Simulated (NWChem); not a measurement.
Isomers of C3H8Si, each optimised at PBE0/def2-SVP with NWChem, gas phase unless a solvent is named. Flexible species stand in one conformer each, which need not be the lowest.  Relative energies count from the lowest isomer at each level and are electronic, without zero-point energy, on those geometries.

A: C(=C/C)/[SiH3]
B: C1C[SiH2]C1
C: C=CC[SiH3]
D: [SiH3]C1CC1

```
quantity                                             A     B     C    D
------------------------------------------------  ----  ----  ----  ---
relative energy, PBE0/def2-TZVP (kcal/mol)         7.2   0.0   7.6  [?]
dipole (D), PBE0/def2-SVP                         1.25  0.46  0.52  [?]
orbital gap (eV), PBE0/def2-SVP                   7.14  8.76  7.44  [?]
highest harmonic frequency (cm⁻¹), PBE0/def2-SVP  3173  3164  3262  [?]
```

**Question.** Fill in the missing entries.

**Answer.** 
- relative energy, PBE0/def2-TZVP (kcal/mol), D: 10.1
- dipole (D), PBE0/def2-SVP, D: 0.93
- orbital gap (eV), PBE0/def2-SVP, D: 9.65
- highest harmonic frequency (cm⁻¹), PBE0/def2-SVP, D: 3244
